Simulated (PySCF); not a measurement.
Point groups of optimised structures. The calculation used PySCF 2.14.0, PBE0-D3(BJ)/def2-SVP geometry optimisation, gas phase. The symmetry is that of the one conformer found, every atom within 0.08 Å of its image; none is proved a minimum here. The geometries of the anions come from a basis without diffuse functions.

Q: `[H][Al-]([H])([H])[Br]` ([AlBrH3]-): symmetry, top, dipole?

A: C3v; prolate symmetric top; symmetry number 3; 6 operations, which sort the 5 atoms into 3 sets; dipole about the centre of mass 4.89 D, along the axis.

Q: What symmetry has `[O:1]=[N+:2]([O-:3])[OH:4]` with O1–N2–O4–H 0° (nitric acid)?

A: Cs; asymmetric top; symmetry number 1; 2 operations, which sort the 5 atoms into 5 sets; dipole 2.46 D, in the ab plane, which is the mirror; heavy atoms equivalent by symmetry: none.

Q: What symmetry has `[CH3:1][C:2](=[S:3])[c:4]1[cH:5][cH:6][c:7]([OH:8])[cH:9][cH:10]1` with C1–C2–C4–C5 0°, C6–C7–O8–H 180°, H–C1–C2–S3 0° (nearest H)?

A: Cs; near-prolate asymmetric top; symmetry number 1; 2 operations, which sort the 18 atoms into 17 sets; dipole 3.15 D, in the ab plane, which is the mirror; heavy atoms equivalent by symmetry: none.

Q: `[cH:1]1[p:2][p:3][cH:4][p-:5]1` (charge -1): symmetry, top, dipole?

A: C2v; asymmetric top; symmetry number 2; 4 operations, which sort the 7 atoms into 4 sets; dipole about the centre of mass 0.64 D, along a, the twofold axis; A, B, C = 4139, 2759, 1655 MHz; heavy atoms equivalent by symmetry: C1/C4, P2/P3.

Q: triethylenediamine (`C1CN2CCN1CC2`): symmetry, top, dipole?

A: D3h; prolate symmetric top; symmetry number 6; 12 operations, which sort the 20 atoms into 3 sets; dipole forbidden by symmetry (computed 0.00 D).
